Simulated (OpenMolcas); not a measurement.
Ni2+ with its 6 nearest fluoride ions, on the Ca site of CsCaF3 (a = 4.526 Å, distance in the model lattice 2.263 Å). The rest of the host is ab initio model potentials to 7.6 Å, with orthogonalisation functions on the cations behind the ligands, and point charges beyond; the distance is set by hand and nothing relaxes. Ligand basis ANO-RCC-VDZP.

```
Program             : OpenMolcas
Method              : SS-CASPT2, IPEA 0.25 Eh, imaginary shift 0.1 Eh (closed shells correlated: 3s 3p and the ligand valence shells)
Basis               : ANO-RCC-VTZP [6s5p3d2f1g]
Scalar Hamiltonian  : DKH2, point nucleus
Active space        : 8 electrons in 5 orbitals (3d)
State averaging     : 2S+1 = 3 even, 10 roots; 2S+1 = 1 even, 15 roots
Spin-orbit coupling : state interaction with AMFI integrals over the reference wave functions
```

All ligands move together. At R = 2 Å the first state of the same spin is 8500 cm-1, and at R = 2.263 Å it is 4370 cm-1.

**Question.** A third run gives 6670 cm-1. What distance was it run at?

**Answer.** With a power law R^-n the two known points give n = -ln(4370 / 8500) / ln(2.263 / 2) = 5.39. Then R = 2 × (8500 / 6670)^(1/5.39) = 2.092 Å. The run was at 2.092 Å, so the estimate is off by 0 Å.

Roots that are degenerate in the reference are averaged as groups; the widest CASPT2 spread within a group is 180 cm-1 (the 3-fold group of multiplicity 3 near 10700 cm-1 above the lowest state of its run, R = 2.092). Shifts and gaps below about the spread of the groups concerned are not significant. Over all roots computed the reference weight is 0.72 to 0.73 in R = 2, 0.71 to 0.73 in R = 2.092, 0.71 to 0.73 in R = 2.263; a low but even weight reflects the number of correlated electrons. A single d shell leaves out the double-shell effect, which counts most for late 3d ions, where the CASPT2 field can be off either way by tens of per cent. Ligand-to-metal charge-transfer states are missing. These CASPT2 states fit no ligand-field parameters well, so their order and spin gaps are uncertain. For late 3d ions with one d shell CASPT2 can put B and the spin-flip bands somewhat low as well as high. With one d shell and no ligand orbital active, 10Dq can be off by tens of per cent for divalent 3d ions, low with halides held by bare charges and at times high in hosts, and the orbital part of g and χT goes as 1/10Dq. Free-ion shares, where given, are those of the reference states; single-state CASPT2 does not remix them. No measured value stands beside these numbers; the geometry was set by hand and not optimised.
